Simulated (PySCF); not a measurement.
ZnCl₂, SMILES [Zn]([Cl])[Cl]. Geometry optimised at PBE0-D3(BJ)/def2-TZVP. The isomer is the one that the SMILES or the coordinates give; other isomers of the formula were not compared.

Computed equilibrium geometry at PBE0-D3(BJ)/def2-TZVP (PySCF confirms it by a frequency run) as bond lengths and angles, and its point group:
point group D∞h.
Atoms: Zn1 Cl2 Cl3. Bonded distances (Å): Zn1–Cl2 2.084, Zn1–Cl3 2.084. Angles (°): Cl2–Zn1–Cl3 180.0.
